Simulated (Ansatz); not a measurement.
Start from `F[SiH2][Si](F)(Cl)Cl` and change one atom or group to get `C=C[Si](F)(Cl)Cl`.

Ansatz, PBE0-D4/def2-TZVP geometries, multiplicity 1. Each molecule was computed in one conformer, which needn't be the lowest.

```tsv
property	`F[SiH2][Si](F)(Cl)Cl`
LUMO energy (ωB97M-V/def2-TZVPP) / eV	0.46
HOMO–LUMO gap (B3LYP/def2-TZVPP) / eV	7.05
HOMO energy (PBE/def2-TZVPP) / eV	-7.51
HOMO energy (ωB97M-V/def2-TZVPP) / eV	-10.82
size of the dipole moment (B3LYP/def2-TZVPP) / D	1.26
HOMO–LUMO gap (PBE/def2-TZVPP) / eV	5.30
```

(1) What does the change do to each property? (Estimate.)

## Answers

(1) The calculation gave: 
| property | `C=C[Si](F)(Cl)Cl` | shift |
| --- | --- | --- |
| LUMO energy (ωB97M-V/def2-TZVPP) / eV | 0.98 | 0.52 |
| HOMO–LUMO gap (B3LYP/def2-TZVPP) / eV | 7.03 | -0.02 |
| HOMO energy (PBE/def2-TZVPP) / eV | -7.48 | 0.03 |
| HOMO energy (ωB97M-V/def2-TZVPP) / eV | -10.90 | -0.08 |
| size of the dipole moment (B3LYP/def2-TZVPP) / D | 2.20 | 0.94 |
| HOMO–LUMO gap (PBE/def2-TZVPP) / eV | 5.32 | 0.02 |

With PBE0 the HOMO rises by 0.12 eV and the LUMO rises by 0.20 eV, so the gap widens by about 0.08 eV. PBE moves the HOMO by 0.03 eV and ωB97M-V by -0.08 eV. The zero-point energy changes by 58.7 kJ/mol with +3 modes. Dipoles are sizes alone; their direction can turn.

Positive LUMOs are unbound, so they and the gaps depend on the basis.

B3LYP here is the variant with VWN-RPA as its local correlation; programs differ in this.
